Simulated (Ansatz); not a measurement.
Problem. Name a neutral molecule of B, C, Cl, F, N and H with LUMO energy (PBE0/def2-TZVPP) between -1.70 and -1.40 eV and size of the dipole moment (B3LYP/def2-TZVPP) between 3.05 and 3.35 D (Ansatz, PBE0-D4/def2-TZVP geometry).

Solution. `C=NB(F)Cl` (-1.55 eV, 3.08 D). Other molecules can fit too; these were computed, each in one conformer that needn't be the lowest.

B3LYP here is the variant with VWN-RPA as its local correlation; programs differ in this.
